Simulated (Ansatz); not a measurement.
A family of molecules: the dipole moment

One atom is swapped for its congeners: BH2(SH); AlH2(SH); GaH2(SH); InH2(SH). All are singlets with charge 0.

Shapes, held fixed at every level: PBE0-D4/def2-TZVP. Programs: Ansatz 0.2.0. Values in D.

| level | BH2(SH) | AlH2(SH) | InH2(SH) |
| --- | --- | --- | --- |
| PBE-D4/def2-TZVPP | 0.94 | 0.86 | 1.43 |
| r2SCAN-D4/def2-TZVPP | 0.92 | 0.93 | 1.56 |
| B3LYP-D4/def2-TZVPP | 0.89 | 0.92 | 1.53 |
| wB97M-V/def2-TZVPP | 0.88 | 0.95 | 1.65 |

**Question.** Estimate the column for GaH2(SH) from its neighbours.

**Answer.** The mean of the neighbours at wB97M-V/def2-TZVPP is 1.30 D, against 1.16 from the run: the member lies nearer Al. All rows: PBE-D4/def2-TZVPP 1.01; r2SCAN-D4/def2-TZVPP 1.10; B3LYP-D4/def2-TZVPP 1.08; wB97M-V/def2-TZVPP 1.16 D. At wB97M-V/def2-TZVPP the dipole moment rises at every step, from 0.88 to 1.65 D. 3 of 4 levels show this order throughout; 3 agree on the largest and the smallest. For atoms past krypton def2 sets carry core potentials with scalar relativity. Relativity is left out for Ga unless named. Magnitudes only: a dipole under 1 D may point either way.
